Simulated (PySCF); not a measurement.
CdI, SMILES [I][Cd+], charge +1.

Geometry optimised at r2SCAN-D4/def2-TZVP. The multiplicity is an assumed one; other spin states were not compared. The def2 effective core potentials stand for the cores of Cd, I; spin–orbit coupling is left out.

Method: IEF-PCM-M06-2X/def2-TZVPD run with PySCF.

The values are the electrostatic part of the solvation free energy, E(continuum) − E(gas) at the gas-phase geometry, in a cavity of scaled van der Waals radii (PySCF's table); cavitation and dispersion terms are not included. A continuum can't describe solvent molecules that bind to the metal. In vacuum the orbital gap is 4.56 eV.

```json
[
 {"solvent": "water", "ε": "78.36", "ΔG(elec) (kcal/mol)": "[?]", "gap (eV)": "[?]"},
 {"solvent": "dimethylsulfoxide", "ε": "46.83", "ΔG(elec) (kcal/mol)": "-99.6", "gap (eV)": "6.33"},
 {"solvent": "methanol", "ε": "32.61", "ΔG(elec) (kcal/mol)": "-98.3", "gap (eV)": "6.30"}
]
```

Q: Complete the blanks. (An estimate is asked for; the answer gives what the named calculation found.)

A: 
- water, ΔG(elec) (kcal/mol): -100.7
- water, gap (eV): 6.36
